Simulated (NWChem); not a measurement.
Everything below was run with NWChem. System: borazine (H6B3N3), charge 0, spin multiplicity 1, at a geometry optimised with PBE/def2-SVP. Level: MP2/def2-SVP, 6 core orbitals frozen.

Input file:

```
start mol
memory heap 200 mb stack 900 mb global 1100 mb
geometry units angstroms nocenter noautoz
  B      0.000000     0.000000     1.456602
  N     -1.224847     0.000000     0.707155
  B     -1.261497     0.000000    -0.728292
  N      0.000000     0.000000    -1.414324
  B      1.261497     0.000000    -0.728292
  N      1.224847     0.000000     0.707155
  H      0.000000     0.000000     2.673741
  H     -2.108514     0.000000     1.217373
  H     -2.315572     0.000000    -1.336861
  H      0.000000     0.000000    -2.434758
  H      2.315572     0.000000    -1.336861
  H      2.108514     0.000000     1.217373
  symmetry group C2v
end
basis spherical
  * library def2-svp
end
scf
  rhf
  nopen 0
  maxiter 100
  thresh 1e-7
  semidirect memsize 60000000 filesize 0
end
mp2
  freeze core 6
end
task mp2 energy
```

NWChem printed:

```
             Northwest Computational Chemistry Package (NWChem) 7.3.0
             --------------------------------------------------------

                                NWChem Input Module
                                -------------------

 Scaling coordinates for geometry "geometry" by  1.889725989
 (inverse scale =  0.529177249)

 Turning off AUTOSYM since
 SYMMETRY directive was detected!

                             Geometry "geometry" -> ""
                             -------------------------

 Output coordinates in angstroms (scale by  1.889725989 to convert to a.u.)

  No.       Tag          Charge          X              Y              Z
 ---- ---------------- ---------- -------------- -------------- --------------
    1 B                    5.0000     0.00000000     0.00000000     1.45660200
    2 N                    7.0000    -1.22484700     0.00000000     0.70715500
    3 B                    5.0000    -1.26149700     0.00000000    -0.72829200
    4 N                    7.0000     0.00000000     0.00000000    -1.41432400
    5 B                    5.0000     1.26149700     0.00000000    -0.72829200
    6 N                    7.0000     1.22484700     0.00000000     0.70715500
    7 H                    1.0000     0.00000000     0.00000000     2.67374100
    8 H                    1.0000    -2.10851400     0.00000000     1.21737300
    9 H                    1.0000    -2.31557200     0.00000000    -1.33686100
   10 H                    1.0000     0.00000000     0.00000000    -2.43475800
   11 H                    1.0000     2.31557200     0.00000000    -1.33686100
   12 H                    1.0000     2.10851400     0.00000000     1.21737300

 Effective nuclear repulsion energy (a.u.)     196.7085420648

            Nuclear Dipole moment (a.u.)
            ----------------------------
        X                 Y               Z
 ---------------- ---------------- ----------------
     0.0000000000     0.0000000000    -0.0000018897

      Symmetry information
      --------------------

 Group name             C2v
 Group number             16
 Group order               4
 No. of unique centers     8

      Symmetry unique atoms

     1    2    3    4    7    8    9   10


 Summary of "ao basis" -> "" (spherical)
 ------------------------------------------------------------------------------
       Tag                 Description            Shells   Functions and Types
 ---------------- ------------------------------  ------  ---------------------
 *                          def2-svp                  on all atoms

 Summary of "ao basis" -> "ao basis" (spherical)
 ------------------------------------------------------------------------------
       Tag                 Description            Shells   Functions and Types
 ---------------- ------------------------------  ------  ---------------------
 B                          def2-svp                 6       14   3s2p1d
 N                          def2-svp                 6       14   3s2p1d
 H                          def2-svp                 3        5   2s1p

                                 NWChem SCF Module
                                 -----------------

  ao basis        = "ao basis"
  functions       =   114
  atoms           =    12
  closed shells   =    21
  open shells     =     0
  charge          =   0.00
  wavefunction    = RHF
  use symmetry    = T
  symmetry adapt  = T

 Summary of "ao basis" -> "ao basis" (spherical)
 ------------------------------------------------------------------------------
[...]
              MO Center= -4.5D-11, -2.5D-15, -7.2D-01, r^2= 4.7D+00
   Bfn.  Coefficient  Atom+Function         Bfn.  Coefficient  Atom+Function
  ----- ------------  ---------------      ----- ------------  ---------------
    36      0.672835   3 B  py               64     -0.672835   5 B  py
    22     -0.298446   2 N  py               78      0.298446   6 N  py
    33     -0.294634   3 B  py               61      0.294634   5 B  py
    19      0.158227   2 N  py               75     -0.158227   6 N  py

 Vector   24  Occ=0.000000D+00  E= 1.939444D-01  Symmetry=a1
              MO Center= -1.8D-15,  9.7D-17, -1.3D-05, r^2= 9.1D+00
   Bfn.  Coefficient  Atom+Function         Bfn.  Coefficient  Atom+Function
  ----- ------------  ---------------      ----- ------------  ---------------
    17      0.863352   2 N  s                45      0.863333   4 N  s
    73      0.863352   6 N  s                91     -0.779412   8 H  s
   101     -0.779415  10 H  s               111     -0.779412  12 H  s
     3     -0.522121   1 B  s                31     -0.522114   3 B  s
    59     -0.522114   5 B  s                51     -0.246203   4 N  pz

 center of mass
 --------------
 x =   0.00000000 y =   0.00000000 z =   0.00000021

 moments of inertia (a.u.)
 ------------------
         345.755895396205           0.000000000000           0.000000000000
           0.000000000000         691.524166343009           0.000000000000
           0.000000000000           0.000000000000         345.768270946804

  Mulliken analysis of the total density
  --------------------------------------

    Atom       Charge   Shell Charges
 -----------   ------   -------------------------------------------------------
    1 B    5     4.78   1.99  0.74  0.08  1.49  0.34  0.14
    2 N    7     7.30   1.99  0.95  0.42  2.44  1.48  0.01
    3 B    5     4.78   1.99  0.74  0.08  1.49  0.34  0.14
    4 N    7     7.30   1.99  0.95  0.42  2.44  1.48  0.01
    5 B    5     4.78   1.99  0.74  0.08  1.49  0.34  0.14
    6 N    7     7.30   1.99  0.95  0.42  2.44  1.48  0.01
    7 H    1     1.08   0.76  0.31  0.01
    8 H    1     0.84   0.71  0.08  0.05
    9 H    1     1.08   0.76  0.31  0.01
   10 H    1     0.84   0.71  0.08  0.05
   11 H    1     1.08   0.76  0.31  0.01
   12 H    1     0.84   0.71  0.08  0.05

       Multipole analysis of the density wrt the origin
       ------------------------------------------------

     L   x y z        total         open         nuclear
     -   - - -        -----         ----         -------
     0   0 0 0     -0.000000      0.000000     42.000000

     1   1 0 0     -0.000000      0.000000      0.000000
     1   0 1 0     -0.000000      0.000000      0.000000
     1   0 0 1      0.000120      0.000000     -0.000002

     2   2 0 0    -25.558851      0.000000    201.881762
     2   1 1 0      0.000000      0.000000      0.000000
     2   1 0 1     -0.000000      0.000000      0.000000
     2   0 2 0    -27.885749      0.000000      0.000000
     2   0 1 1     -0.000000      0.000000      0.000000
     2   0 0 2    -25.558907      0.000000    201.875861

                   NWChem MP2 Semi-direct Energy/Gradient Module
                   ---------------------------------------------

  Basis functions       =    114
  Molecular orbitals    =    114
  Frozen core           =      6
  Frozen virtuals       =      0
  Active alpha occupied =     15
  Active beta occupied  =     15
  Active alpha virtual  =     93
  Active beta virtual   =     93
  Use MO symmetry       = T
  Use skeleton AO sym   = T

  AO/Fock/Back tols     =   1.0D-09  1.0D-09  1.0D-09

 GA uses MA = F    GA memory limited = T

 Available:
  local mem=  1.26D+08
 global mem=  1.44D+08
 local disk=  0.00D+00
  mp2_memr nvloc                    93
  nvloc new                    93
   1 passes of  15:        3145728                      62084                  30458125.
   1 passes of  15: M    126140360           G      144153208           F     122994632.

 Semi-direct pass number   1 of   1  for RHF alpha+beta  at        1.3s
  vrange nnbf                  6417
  mp2_eaftype                   116  avail_ma_in_mb                  1099
 EAF : mp2_eaftype filesize         116   15229062.
  mp2_eaf for mointskh                    116
Node 0 wrote     71.6 Mb in      0.1 s     Agg I/O rate:   772.3 Mb/s
 Done moints_semi at        4.0s
  mp2_eaftype                   116  avail_ma_in_mb                   983
 EAF : mp2_eaftype filesize         116   15229062.
  mp2_eaf for kh                   116
 Done maket at        4.2s
 Done multipass loop at        4.2s

          -------------------------------------------
          SCF energy                -240.980266976681
          Correlation energy          -0.737247936844
          Singlet pairs               -0.462447389219
          Triplet pairs               -0.274800547625
          Total MP2 energy          -241.717514913525
          -------------------------------------------

          ---------------------------------------------------
                    Spin Component Scaled (SCS) MP2
          Same spin pairs                     -0.183200365083
          Same spin scaling factor             0.333333333333
          Opposite spin pairs                 -0.554047571761
          Opposite spin scaling fact.          1.200000000000
          SCS-MP2 correlation energy          -0.725923874474
          Total SCS-MP2 energy              -241.706190851155
          ---------------------------------------------------

 -----------------------
 Performance information
 -----------------------

 Timer overhead =  9.65D-08 seconds/call

               Nr. of calls         CPU time (s)                 Wall time (s)                GFlops
             ---------------    -------------------     ------------------------------   -------------------
Name         Min   Avg   Max    Min     Avg     Max     Min     Avg     Max   Mx/calls   Min     Max     Sum
mp2: moin     1     1     1    2.7     2.7     2.7      2.7     2.7     2.7     2.7      0.0     0.0     0.0
mp2: make     1     1     1   0.21    0.21    0.21     0.21    0.21    0.21    0.21      0.0     0.0     0.0
mp2: tota     1     1     1    2.9     2.9     2.9      2.9     2.9     2.9     2.9      0.0     0.0     0.0

 The average no. of pstat calls per process was 3.00D+00
 with a timing overhead of 2.89D-07s

 Task  times  cpu:        4.2s     wall:        4.2s

 Total times  cpu:        4.2s     wall:        4.2s
```
